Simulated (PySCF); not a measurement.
The second ionisation energy along the third row

All values are computed (PySCF 2.14, energy differences of UHF-based or UKS calculations, no spin-orbit coupling). Values in eV. The last column holds reference values (NIST; (s) semi-empirical, (t) theoretical, else measured). Unmarked ones compare directly (S terms, centres of terms, or small fine structure); those marked * lie between the lowest fine-structure levels and include a spin-orbit shift.

```json
{"element": "Mg (aug-cc-pCVDZ, non-relativistic)", "configurations": "[Ne] 3s1 → [Ne]", "UHF": "14.716", "PBE": "15.288", "r2SCAN": "14.998", "SCS-MP2 (valence)": "n/a", "MP2 (all electrons)": "14.795", "CCSD(T) (all electrons)": "14.796", "reference": "15.035"}
{"element": "Al (aug-cc-pwCVDZ, non-relativistic)", "configurations": "[Ne] 3s2 → [Ne] 3s1", "UHF": "17.540", "PBE": "18.788", "r2SCAN": "18.396", "SCS-MP2 (valence)": "18.374", "MP2 (all electrons)": "18.411", "CCSD(T) (all electrons)": "18.699", "reference": "18.829"}
{"element": "Si (aug-cc-pwCVDZ, non-relativistic)", "configurations": "[Ne] 3s2 3p1 → [Ne] 3s2", "UHF": "15.821", "PBE": "16.409", "r2SCAN": "16.500", "SCS-MP2 (valence)": "15.983", "MP2 (all electrons)": "15.978", "CCSD(T) (all electrons)": "16.108", "reference": "16.322"}
{"element": "P (aug-cc-pwCVDZ, non-relativistic)", "configurations": "[Ne] 3s2 3p2 → [Ne] 3s2 3p1", "UHF": "19.168", "PBE": "19.787", "r2SCAN": "19.936", "SCS-MP2 (valence)": "19.421", "MP2 (all electrons)": "19.496", "CCSD(T) (all electrons)": "19.537", "reference": "19.769 (s) *"}
{"element": "S (aug-cc-pwCVDZ, non-relativistic)", "configurations": "[Ne] 3s2 3p3 → [Ne] 3s2 3p2", "UHF": "22.726", "PBE": "23.316", "r2SCAN": "23.520", "SCS-MP2 (valence)": "23.036", "MP2 (all electrons)": "23.204", "CCSD(T) (all electrons)": "23.123", "reference": "23.338 *"}
{"element": "Ar (aug-cc-pwCVDZ, non-relativistic)", "configurations": "[Ne] 3s2 3p5 → [Ne] 3s2 3p4", "UHF": "26.391", "PBE": "27.620", "r2SCAN": "27.695", "SCS-MP2 (valence)": "27.126", "MP2 (all electrons)": "27.167", "CCSD(T) (all electrons)": "27.104", "reference": "27.630 *"}
```

Task: Fill in the row of Cl (aug-cc-pwCVDZ, non-relativistic) ([Ne] 3s2 3p4 → [Ne] 3s2 3p3).

Result: UHF 22.531; PBE 23.816; r2SCAN 23.752; SCS-MP2 (valence) 23.095; MP2 (all electrons) 23.071; CCSD(T) (all electrons) 23.113; reference 23.771 (eV).

"Valence" correlates the outer s and p shells and, in groups 3 to 12 and the f block, the outer d or f shell, open or full, or the next shell where the ion has no valence electron left; the wider scheme adds the next inner shell.
